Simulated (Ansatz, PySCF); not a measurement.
Gas-phase reaction (SMILES): CC[Si](Br)(Br)Br [tribromo(ethyl)silane] + O (H2O) -> O[Si](Br)(Br)Br [tribromo(hydroxy)silane] + CC (C2H6) [ethane]; water cleaves one Si-C bond, a model of a ligand-exchange step.

Each molecule is optimised on its own at B3LYP-D3(BJ)/def2-TZVP (Ansatz, an electronic-structure program), one conformer each, not searched for the lowest. Valence correlation only, unless marked. No spin-orbit coupling. Frozen are the shells of the preceding noble gas and the d and f shells that filled before the atom's block. No relativistic terms. Basis-set limits of correlation are two-point, X^-3; Hartree-Fock from the larger set. [CCSD(T)-MP2]/basis is that difference in the basis named. Thermal terms are rigid-rotor harmonic-oscillator values from B3LYP-D3(BJ) frequencies (Ansatz or PySCF) at 298.15 K and 1 atm. 1 Eh = 627.5095 kcal/mol.

```
species           E, RI-MP2/CBS(def2-TZVPPD,def2-QZVPPD)+[CCSD(T)-MP2]/def2-TZVPPD (Ansatz) (Eh)  E, PBE/def2-TZVPD (Ansatz) (Eh)  H - E (Eh)
----------------  ------------------------------------------------------------------------------  -------------------------------  ----------
CC[Si](Br)(Br)Br                                                                     -8086.40467                      -8089.96677     0.08005
O (H2O)                                                                                -76.37797                        -76.38111     0.02495
O[Si](Br)(Br)Br                                                                      -8083.09662                      -8086.64892     0.02646
CC (C2H6)                                                                              -79.71825                        -79.73096     0.07887
```

### Question
Work out ΔE and ΔH at 298.15 K at the first level, then ΔH at the second.

### Answer

1. ΔE = [(-8083.09662) + (-79.71825)] - [(-8086.40467) + (-76.37797)] = -0.03223 Eh = -20.2 kcal/mol at RI-MP2/CBS(def2-TZVPPD,def2-QZVPPD)+[CCSD(T)-MP2]/def2-TZVPPD.
2. The terms H - E add up to 0.00033 Eh, so ΔH = (-0.03223 + (0.00033))×627.5095 = -20.0 kcal/mol.
3. At PBE/def2-TZVPD the same steps give ΔE = -20.1 and ΔH = -19.9 kcal/mol, a shift of +0.1 from the first level.
4. These values are not checked against measurement here, since the tables used lack a sound gas-phase enthalpy of formation for at least one species.
